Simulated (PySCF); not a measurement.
Species: C5H8Si.
SMILES with atom numbers: `[CH:1]#[C:2][SiH:3]1[CH2:4][CH2:5][CH2:6]1` (hydrogens: H7 on C1; H8 on Si3; H9, H10 on C4; H11, H12 on C5; H13, H14 on C6)

Cartesian coordinates in Å at the PBE0-D3(BJ)/def2-SVP level; atoms count from 1:
```xyz
14
C5H8Si angstrom
C      3.2920    0.7436    0.3510
C      2.1966    0.4193   -0.0711
Si     0.5254   -0.0612   -0.6565
C     -0.9641    1.0151   -0.2069
C     -1.7062   -0.3120    0.1122
C     -0.5077   -1.2650    0.3741
H      4.2612    1.0287    0.7207
H      0.6162   -0.4103   -2.1054
H     -0.7576    1.5886    0.7110
H     -1.4374    1.6841   -0.9387
H     -2.4325   -0.2467    0.9393
H     -2.2653   -0.6499   -0.7758
H     -0.6369   -2.3169    0.0843
H     -0.1922   -1.2283    1.4293
```

Level of theory: PBE0-D3(BJ)/def2-SVP geometry optimisation, gas phase in PySCF 2.14.0.

Masses are those of the commonest isotopes; rigid-rotor values at the optimised geometry. The values belong to one conformer with, in the numbering `[CH:1]#[C:2][SiH:3]1[CH2:4][CH2:5][CH2:6]1`, C2–Si3–C4–C5 -136°, Si3–C4–C5–C6 23°, C4–C5–C6–Si3 -23°, C2–Si3–C6–C5 136°.

(1) Give the principal moments of inertia and the rotational constants in MHz.

(2) Classify the top.

(3) What does the inertial defect say?

(4) Where do the levels up to J = 4 lie, in cm⁻¹?

(5) Which types of transition are allowed, and where do some lines up to J = 3 fall?

(6) Estimate the classical rotational partition function at 10 K, 100 K and 500 K.

Answers

(1) Ia = 70.68, Ib = 293.55, Ic = 318.48 u·Å²; 505379 MHz·u·Å²/I gives A = 7150, B = 1722, C = 1587 MHz.

(2) A near-prolate asymmetric top: κ = (2 × 1722 − 7150 − 1587)/(7150 − 1587) = -0.95.

(3) Not planar: Δ = Ic − Ia − Ib = -45.76 u·Å². For a rigid frame Δ = −2 Σ m c², so Σ m c² = 22.88 u·Å² lies off the ab plane: 9.85 from hydrogen and 13.03 from heavier atoms. The atom farthest from that plane is 2.05 Å away.

(4) Above 0(0,0):
J = 1: 1(0,1) 0.1104, 1(1,1) 0.2914, 1(1,0) 0.2959
J = 2: 2(0,2) 0.3310, 2(1,2) 0.5076, 2(1,1) 0.5211, 2(2,1) 1.0643, 2(2,0) 1.0644
J = 3: 3(0,3) 0.6617, 3(1,3) 0.8319, 3(1,2) 0.8589, 3(2,2) 1.3954, 3(2,1) 1.3958, 3(3,1) 2.3120, 3(3,0) 2.3120
J = 4: 4(0,4) 1.1023, 4(1,4) 1.2642, 4(1,3) 1.3091, 4(2,3) 1.8368, 4(2,2) 1.8380, 4(3,2) 2.7536, 4(3,1) 2.7536, 4(4,1) 4.0367, 4(4,0) 4.0367
The levels of one J sum to (2J + 1)J(J + 1)(A + B + C)/3.

(5) The dipole components are |μa| = 0.02 D, |μb| = 0.00 D, |μc| = 0.52 D; the mirror of this Cs structure is the ac plane, so μb vanishes by symmetry and there are no b-type lines. Intensities carry the squares of the components, which stand as 0.00 : 1.00 (a : c). Some lines, for components of 0.1 D or more:

```
type  branch         J(Ka,Kc)    MHz  lower level (cm⁻¹)
   c       Q  3(1,3) ← 3(0,3)   5102               0.662
   c       Q  2(1,2) ← 2(0,2)   5296               0.331
   c       Q  1(1,1) ← 1(0,1)   5428               0.110
   c       R  1(1,0) ← 0(0,0)   8871               0.000
   c       R  2(1,1) ← 1(0,1)  12315               0.110
   c       R  3(1,2) ← 2(0,2)  15826               0.331
   c       Q  3(2,2) ← 3(1,2)  16084               0.859
   c       Q  2(2,1) ← 2(1,1)  16285               0.521
   c       R  2(2,0) ← 1(1,0)  23039               0.296
   c       R  2(2,1) ← 1(1,1)  23171               0.291
   c       R  3(2,1) ← 2(1,1)  26223               0.521
   c       R  3(2,2) ← 2(1,2)  26614               0.508
   c       Q  3(3,1) ← 3(2,1)  27467               1.396
   c       R  3(3,0) ← 2(2,0)  37403               1.064
   c       R  3(3,1) ← 2(2,1)  37405               1.064
```

(6) Point group Cs, symmetry number σ = 1; q = (√π/σ)·√((kT/h)³/(ABC)), k/h = 20836.6 MHz/K: 1210 at 10 K, 38100 at 100 K, 426000 at 500 K.

No PBE0-D3(BJ)/def2-SVP frequencies stand behind this structure, so it isn't proved a minimum. Constants of a rigid frame at the computed geometry: no zero-point averaging, no centrifugal distortion.
